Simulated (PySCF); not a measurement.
Gas-phase reaction: 3 GaCl + 4 CH4 + C2H2 (acetylene) ⇌ 3 Ga(CH3)2Cl

Energies from PySCF, thermal terms from the rigid-rotor harmonic-oscillator model, ideal gas at 1 bar. † marks an energy on the PBE0/def2-TZVP geometry and frequencies; other levels use their own. CCSD(T) freezes the core. 6-31G* has spherical d functions here. All species are closed-shell singlets. B3LYP is the form with VWN-RPA correlation. Ga: all electrons, no relativistic terms. Methyl groups turn as free rotors in Ga(CH3)2Cl. Ga(CH3)2Cl: computed as isolated molecules; such fragments, hydroxides, amides, oligomers or adducts are transient or little studied in the gas. CCSD(T) isn't extrapolated to the basis-set limit. The harmonic model lacks anharmonicity and excited electronic states, which grow with temperature; levels with a mode under 35 cm⁻¹ are left out.

```tsv
level	ΔE electronic, kJ	ΔH°(298 K), kJ	ΔS°(298 K), J/K	ΔG°(2000 K), kJ
B3LYP/6-31G*	-183	-176	-602	964
BLYP/def2-TZVP†	-110	-103	-600	1028
CCSD(T)/def2-SVP†	-283	-277	-600	855
HF/6-31G*	-207	-202	-608	949
HF/def2-TZVP†	-190	-184	-600	948
M06-2X/def2-TZVP†	-325	-318	-600	814
PBE/def2-SVP	-294	-289	-597	834
PBE0/def2-QZVP†	-324	-318	-600	814
r2SCAN/def2-TZVP†	-348	-341	-600	791
ωB97M-V/def2-TZVP†	-295	-288	-600	844
```
ΔH° is lowest at r2SCAN/def2-TZVP† and highest at BLYP/def2-TZVP†. No reference value is set beside these.
